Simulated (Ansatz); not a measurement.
A run for Ansatz (a first-principles code): R-CCSD(T)/aug-cc-pV(D+d)Z on H4OS (a complex), monomers drawn apart or pushed together. Files ending in .json are basis or fitting sets from the Basis Set Exchange.

Ansatz 0.2 input:
```yaml
crystal:
  periodic: [false, false, false]
  atoms:
    - {symbol: O, position_ang: [0.06629290, 0.37067383, -0.00444938]}
    - {symbol: H, position_ang: [0.92963070, 0.60299616, -0.36283647]}
    - {symbol: H, position_ang: [-0.20267787, -0.42895236, -0.46928015]}
    - {symbol: S, position_ang: [0.01993333, 0.06929953, 3.25712141]}
    - {symbol: H, position_ang: [-0.00419345, 0.24354272, 1.91996063]}
    - {symbol: H, position_ang: [-0.89104100, 1.03205224, 3.46873676]}
basis:
  gaussian:
    orbitals: aug-cc-pV_D+d_Z.json
magnetization: {spin_polarized: false}
correlation: {method: ccsd_t, electrons: outside_noble_gas}
scf: {lower_state_search: off}
```

Task: Predict the final total energy.

Result: -475.1652 hartree (reference determinant -474.7429, T1 diagnostic 0.011).

Task: How many basis functions does it have, and what does it roughly cost on one machine?

Result: 91 functions; very roughly 5 core-seconds.
